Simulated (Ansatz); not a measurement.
cyclo-(H2SnS)2 (Sn2H4S2), relaxed as a singlet with RKS PBE-D4/def2-SVP in Ansatz, starting from the GFN2-xTB geometry. Force threshold 0.02 eV/Å.

In the def2 sets Sn takes a core potential; there is no spin–orbit coupling.

Start:

```tsv
atom	x (Å)	y (Å)	z (Å)
Sn1	1.1976	-1.1245	-0.2507
H2	2.2658	-1.7130	0.9539
H3	1.5457	-1.8675	-1.7558
S4	-1.1455	-1.3050	0.3815
Sn5	-1.1977	1.1249	0.2512
H6	-2.2629	1.7091	-0.9580
H7	-1.5498	1.8704	1.7542
S8	1.1467	1.3056	-0.3763
```

Q: Estimate the energy that the relaxation releases and the steps that it takes.

A: 1.0 kcal/mol, in 4 steps; 6.5 s on 4 threads of Arm Neoverse V1 on a shared host. No frequencies were taken in this run, so the end may be a saddle point.

Q: Does the start keep its bonding and symmetry?

A: By distances, no bond broke or formed. The bond that changes most is Sn5–S8, from 2.43 to 2.46 Å (atoms count from 1). Point group D2h at the start, D2h at the end, both within 0.05 Å.

Q: Predict the relaxed structure.

A: 
Cartesian coordinates in Å:
```
Sn 1.185 -1.113 -0.248
H 2.249 -1.688 0.991
H 1.513 -1.846 -1.782
S -1.182 -1.346 0.393
Sn -1.185 1.113 0.249
H -2.247 1.684 -0.994
H -1.517 1.849 1.780
S 1.183 1.347 -0.389
```
Bond lengths (bridged metal pairs left out): 4 × S–Sn 2.46 Å; 4 × H–Sn 1.73 Å.
